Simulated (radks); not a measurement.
Results of a calculation; reference values are marked as such.
Task: Ni4+, 24 electrons, occupied as [Ar] 3d6. Level of theory: Dirac Kohn-Sham, PBE, spin-unpolarised, spherical densities, finite nucleus; open shells fill j = l - 1/2 first; Fermi nuclear charge, rms radius 3.7757 fm (a radial shooting solver on a logarithmic mesh with Libxc functionals).

Spin-orbit splittings of the eigenvalues, e(l+1/2) - e(l-1/2), with zeta = 2 splitting/(2l+1) and mean radii in bohr:

| shell | occ. | splitting (eV) | zeta (eV) | <r> j=l-1/2 | <r> j=l+1/2 |
|---|---|---|---|---|---|
| 2p | 6 | ? | ? | 0.2131 | 0.2163 |
| 3p | 6 | 2.317 | 1.545 | 0.7514 | 0.7602 |
| 3d | 6 | 0.2980 | 0.1192 | 0.8385 | 0.8419 |

Estimate the 2p splitting.

Result: 17.48 eV (zeta = 11.65 eV).
